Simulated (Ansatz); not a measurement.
Job for Ansatz (a program for electronic structure): R-PBE/def2-TZVPP on CeO2 (SMILES [O]=[Ce]=[O]), atoms moved off the minimum. Elements past Kr take the def2 small-core potentials; no spin–orbit coupling.

Ansatz 0.2 input:
```yaml
crystal:
  periodic: [false, false, false]
  atoms:
    - {symbol: Ce, position_ang: [0.06828055, -0.01721941, 0.17015283]}
    - {symbol: O, position_ang: [1.00259662, 0.38522567, -1.47166396]}
    - {symbol: O, position_ang: [-1.58114914, 0.14527507, 0.73628779]}
basis:
  gaussian:
    orbitals: def2-TZVPP
hamiltonian:
  xc: {name: PBE}
scf: {lower_state_search: off}
output: {forces: true}
```

It printed:

```
WARN ansatz: RAYON_NUM_THREADS=1 ignored (pool sized by the plan → 1); use --threads N
Functional definition: PBE
these checks for a lower state are left out or cut short: stability, starts, cluster_reference, orbital_swaps, neighbouring_geometries, increment
integrals: 0.10 GiB planned
1115 factors; their error is unknown
mean field: 0.64 GiB planned
mean field evaluation 1: about -16986.0804 eV, gradient 1.4e2 eV
mean field evaluation 2: about -14996.9702 eV, gradient 1.3e3 eV
mean field evaluation 4: about -15866.3581 eV, gradient 9.8e2 eV
mean field evaluation 8: about -17021.2257 eV, gradient 9.9e-2 eV
mean field -17021.22568835 eV, -625.5185066456 hartree, gradient 1.1e-6 eV, S^2 0.000000; 0 other end points of the search recorded, 0 dependent functions left out
the calculation of the forces begins
reference -17021.22574574 eV, -625.5185087548 hartree; 23, 23 occupied and 141, 141 virtual orbitals, 1115 factors
Total energy: -17021.22574574 eV, -625.5185087548 hartree
Atom 0 at     0.068281    -0.017219     0.170153 Å, force     3.689150     0.249199    -2.903016 eV/Å
Atom 1 at     1.002597     0.385226    -1.471664 Å, force    -1.182245    -0.500894     2.055196 eV/Å
Atom 2 at    -1.581149     0.145275     0.736288 Å, force    -2.506905     0.251695     0.847820 eV/Å
Dipole moment:     0.310643    -0.368433     0.795961 e Å
Checks for a lower state left out: stability, starts, cluster_reference, orbital_swaps, neighbouring_geometries, increment
```

The run converged.

Cost: about 5 core-seconds (a rough figure).
